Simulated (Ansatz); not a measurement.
C2H4Cl (SMILES [CH2]CCl), doublet, geometry from GFN2-xTB. Base run: CAM-B3LYP/6-31G* (Ansatz, a first-principles code).

The Ansatz input:
Ansatz 0.2 input:
```yaml
crystal:
  periodic: [false, false, false]
  atoms:
    - {symbol: C, position_ang: [0.18280234, 0.89727093, -0.01314254]}
    - {symbol: C, position_ang: [1.56614457, 0.54964169, -0.02607444]}
    - {symbol: Cl, position_ang: [-0.84113747, -0.71148995, 0.01905025]}
    - {symbol: H, position_ang: [-0.15549474, 1.39958190, 0.88815355]}
    - {symbol: H, position_ang: [-0.17787732, 1.37769136, -0.91768786]}
    - {symbol: H, position_ang: [2.08091596, 0.32944165, 0.89042765]}
    - {symbol: H, position_ang: [2.05811157, 0.30713857, -0.94944568]}
basis:
  gaussian:
    orbitals: 6-31G*
hamiltonian:
  xc: cam_b3lyp
magnetization: {spin_polarized: true, initial_magnetization: 1}
```

Variants of this job, named by their change:

| change | ΔE vs base (mEh) |
|---|---|
| base | 0.000 |
| symmetry_tolerance_ang = 0.01 | 0.000 |
| occupation = up:A':12 A'':5 down:A':12 A'':4 | 316.9 |
| occupation = up:A':14 A'':3 down:A':12 A'':4 | 255.0 |
| occupation = up:A':13 A'':4 down:A':12 A'':4 | 0.000 |
